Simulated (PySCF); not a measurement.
## Two-component Hartree-Fock for Ru³⁺ (ruthenium, charge +3)

Start: [Kr] 4d5; 4d3/2 filled at m_j = -3/2, -1/2, +1/2, +3/2; 4d5/2 filled at m_j = +5/2. Calculated with PySCF 2.14 in x2c-TZVPPall-2c (8s9p7d2f1g, 93 functions): generalised Hartree-Fock with the X2C-1e Hamiltonian and a Gaussian nucleus; one run each with spin-orbit coupling (SO) switched off, then screened by Boettger's factors.

```json
{"spinor shell": "1s1/2", "electrons": "2", "ε, spin-free (eV)": "-22270.4", "ε, screened SO (eV)": "-22269.1", "weight of nominal j (screened SO)": "1.000", "rms radius, screened SO (bohr)": "0.0384"}
{"spinor shell": "2s1/2", "electrons": "2", "ε, spin-free (eV)": "-3312.4", "ε, screened SO (eV)": "-3312.0", "weight of nominal j (screened SO)": "1.000", "rms radius, screened SO (bohr)": "0.158"}
{"spinor shell": "2p1/2", "electrons": "2", "ε, spin-free (eV)": "-2963.6", "ε, screened SO (eV)": "-3054.1", "weight of nominal j (screened SO)": "1.000", "rms radius, screened SO (bohr)": "0.137"}
{"spinor shell": "2p3/2", "electrons": "4", "ε, spin-free (eV)": "-2963.6", "ε, screened SO (eV)": "-2921.4", "weight of nominal j (screened SO)": "1.000", "rms radius, screened SO (bohr)": "0.142"}
{"spinor shell": "3s1/2", "electrons": "2", "ε, spin-free (eV)": "-646.86", "ε, screened SO (eV)": "-646.76", "weight of nominal j (screened SO)": "1.000", "rms radius, screened SO (bohr)": "0.428"}
{"spinor shell": "3p1/2", "electrons": "2", "ε, spin-free (eV)": "-529.23", "ε, screened SO (eV)": "-545.18", "weight of nominal j (screened SO)": "1.000", "rms radius, screened SO (bohr)": "0.425"}
{"spinor shell": "3p3/2", "electrons": "4", "ε, spin-free (eV)": "-529.23", "ε, screened SO (eV)": "-521.75", "weight of nominal j (screened SO)": "1.000", "rms radius, screened SO (bohr)": "0.435"}
{"spinor shell": "3d3/2", "electrons": "4", "ε, spin-free (eV)": "-340.09", "ε, screened SO (eV)": "-342.96", "weight of nominal j (screened SO)": "0.957", "rms radius, screened SO (bohr)": "0.417"}
{"spinor shell": "3d5/2", "electrons": "6", "ε, spin-free (eV)": "-340.09", "ε, screened SO (eV)": "-338.07", "weight of nominal j (screened SO)": "0.972", "rms radius, screened SO (bohr)": "0.420"}
{"spinor shell": "4s1/2", "electrons": "2", "ε, spin-free (eV)": "-128.34", "ε, screened SO (eV)": "-128.32", "weight of nominal j (screened SO)": "1.000", "rms radius, screened SO (bohr)": "1.08"}
{"spinor shell": "4p1/2", "electrons": "2", "ε, spin-free (eV)": "-92.399", "ε, screened SO (eV)": "-98.948", "weight of nominal j (screened SO)": "0.662", "rms radius, screened SO (bohr)": "1.19"}
{"spinor shell": "4d3/2", "electrons": "4", "ε, spin-free (eV)": "-46.181", "ε, screened SO (eV)": "-46.222", "weight of nominal j (screened SO)": "0.538", "rms radius, screened SO (bohr)": "1.53"}
{"spinor shell": "4d5/2", "electrons": "1", "ε, spin-free (eV)": "-46.181", "ε, screened SO (eV)": "-45.978", "weight of nominal j (screened SO)": "1.000", "rms radius, screened SO (bohr)": "1.54"}
```

(1) Where does 4p3/2 lie, and what is the 4p spin-orbit splitting (screened SO)?

| quantity | spin-free | screened SO |
| --- | --- | --- |
| E (hartree) | -4525.91695 | -4526.56016 |
| M_J | 5/2 | 5/2 |
| ⟨J²⟩ | 8.751 | 8.751 |
| ⟨L²⟩ | 0.000 | 0.024 |
| ⟨S²⟩ | 8.751 | 8.726 |

Each row is a mean over spinors that exchange with the open shell spreads, by up to 11.118 eV (4p3/2).

Rows whose weight is well below 1 are mixtures of j = l ± 1/2: exchange outweighs spin-orbit coupling there, and the label is only the starting occupation.

Breit and QED terms are absent; they matter most for the inner s and p1/2 levels.

Densities and radii are taken from the X2C orbitals without a picture-change correction, which distorts them close to the nucleus.

Without spin-orbit coupling the j labels of p, d and f shells carry no meaning; the spin-free column gives the mean over the occupied spinors of each nl shell.

Answers

(1) At -89.195 eV, 9.753 eV above 4p1/2.
